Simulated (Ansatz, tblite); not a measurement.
Cost and result up the ladder for AgBr₂ (3 atoms). The state is a doublet with charge 0. Geometry: B3LYP-D4/def2-TZVP.

```xyz
3

Ag   -0.001    0.000    0.000
Br   -0.151   -1.918    1.478
Br    0.152    1.918   -1.478
```

Ansatz on 4 threads of Arm Neoverse V1 on a shared host; xTB runs through tblite on one thread. Times are rough, summed over both states, and most runs start from the orbitals of an earlier one. ωB97X-V/def2-TZVP serves as the yardstick here, not as an exact answer. Differences are given only for rows in sets of like size (and for xTB, whose basis is part of the method), since another set adds its own error. The other state is a quartet at its own geometry, which has other bonds, so the gap mixes isomer and spin.

In the def2 sets Ag takes a core potential; there is no spin–orbit coupling. The xTB rows come from tblite. LC-ωPBE has ω = 0.4 bohr⁻¹. Correlated methods freeze 18 core orbitals; core or outer-core shells of Ag, Br are correlated, in sets that lack core-valence functions. The rows differ in basis, and correlated rows in double-zeta sets carry the largest basis error. In CCSD on the charge 0 doublet the largest single amplitude is 0.46, so its Hartree–Fock determinant may place the open shell otherwise than the density functionals do. The structure comes from a short search, and lower isomers may exist.

Run but left out: HF/def2-SVP, HF/def2-TZVP, MP2/def2-SVP, MP2/def2-TZVP (doublet: a determinant that CCSD turns far, T1 0.051); LDA (SPW92)/def2-TZVP, PBE-D4/def2-TZVP (doublet: an occupied level 0.01 to 0.12 eV above an empty one).

Correlated methods converge slowly with the basis, most of all in double-zeta sets.

xTB has no spin-polarisation term.

```
                          level  functions  wall time  quartet − doublet (eV)  difference from ωB97X-V/def2-TZVP (eV)                     remarks
                       GFN1-xTB         27    0.014 s                    5.00                                    1.09                           –
                       GFN2-xTB         27    0.067 s                    4.83                                    0.92                           –
         CAM-B3LYP-D4/def2-TZVP        136       53 s                    3.88                                   -0.04                           –
PBE0-D4/def2-TZVP (with forces)        136       55 s                    4.21                                    0.29                           –
              LC-ωPBE/def2-TZVP        136       76 s                    3.72                                   -0.19                           –
               CCSD(T)/def2-SVP         95       77 s                    3.61                                       –  large T1 (0.051) (doublet)
            r2SCAN-D4/def2-TZVP        136    2.2 min                    4.64                                    0.73                           –
           r2SCANh-D4/def2-TZVP        136    2.6 min                    4.46                                    0.55                           –
              ωB97X-V/def2-TZVP        136    2.8 min                    3.91                                    0.00                           –
```
